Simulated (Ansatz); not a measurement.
C$_{2}$H$_{9}$NOSi (`CO[SiH2]CN`). Charge 0, multiplicity 1. The structure was optimised at the PBE0-D4/def2-TZVP level. It is one conformer, not always the lowest.

```xyz
14

C     0.694    1.218    1.586
O    -0.578    0.619    1.459
Si   -0.867   -0.717    0.554
C    -0.668   -0.416   -1.289
N     0.735   -0.177   -1.618
H     0.602    2.069    2.263
H     1.422    0.515    2.009
H     1.070    1.564    0.619
H    -2.262   -1.123    0.855
H     0.085   -1.806    0.937
H    -1.141   -1.244   -1.845
H    -1.246    0.483   -1.530
H     0.857    0.000   -2.607
H     1.298   -0.987   -1.392
```

(1) What is the dipole moment at r2SCAN/def2-TZVPP? (Best estimate.)

(2) And with PBE, B3LYP, ωB97M-V? (Estimate.)

(3) Give the Mulliken charges with r2SCAN, B3LYP, PBE in def2-TZVPP. (Estimate.)

Results:

(1) Ansatz gave: 1.93 D, with components (0.92, -0.51, -1.62) D in this frame, pointing from negative to positive charge.

(2) The calculation gave: PBE 1.91 D, B3LYP 1.94 D, ωB97M-V 1.94 D.

(3) The calculation gave: 
| atom | r2SCAN | B3LYP | PBE |
| --- | --- | --- | --- |
| C1 | 0.00 | -0.12 | -0.14 |
| O2 | -0.39 | -0.39 | -0.31 |
| Si3 | 0.49 | 0.49 | 0.40 |
| C4 | -0.11 | -0.17 | -0.18 |
| N5 | -0.38 | -0.35 | -0.35 |
| H6 | 0.06 | 0.11 | 0.10 |
| H7 | 0.05 | 0.09 | 0.09 |
| H8 | 0.07 | 0.11 | 0.10 |
| H9 | -0.09 | -0.09 | -0.08 |
| H10 | -0.11 | -0.11 | -0.11 |
| H11 | 0.06 | 0.08 | 0.09 |
| H12 | 0.07 | 0.10 | 0.10 |
| H13 | 0.13 | 0.12 | 0.14 |
| H14 | 0.14 | 0.13 | 0.14 |

B3LYP here is the variant with VWN-RPA as its local correlation; programs differ in this.
